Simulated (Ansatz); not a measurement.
Frontier orbitals of CH6FGeN, SMILES `C[NH][GeH2][F]`.

```xyz
10

C    -0.422   -0.871   -1.046
N    -0.717   -0.011    0.084
Ge    0.559    0.989    0.880
F     1.743   -0.012    1.701
H     0.009   -1.840   -0.764
H    -1.328   -1.056   -1.631
H     0.291   -0.374   -1.708
H    -1.415   -0.394    0.702
H     1.360    1.727   -0.196
H    -0.079    1.843    1.979
```

Total charge 0; spin multiplicity 1. Correlated methods include outer-core shells of Ge, which these sets cover unevenly. Scalar relativity is left out up to krypton. The structure was optimised at the PBE0-D4/def2-TZVP level. It is one conformer, not always the lowest. Basis def2-TZVPP, the Gaussian-basis code of Ansatz.

Orbital energies of one run (eV). Highest occupied ones, from the top: -5.73, -7.85, -8.13, -9.05, -9.42, -9.63, -10.42, -10.61, -11.82, -13.83, -16.58, -21.91, -27.61, -30.11. Empty: -0.07, 0.13, 0.40, 1.12, 1.56, 1.92.

**Question.** Which functional gave them?
A. PBE0
B. LC-ωPBE
C. BHLYP
D. revPBE

**Answer.** D. HOMO energies: revPBE -5.73, LC-ωPBE -10.00, PBE0 -7.20, BHLYP -8.55 eV.

LC-ωPBE has ω = 0.4 bohr⁻¹.
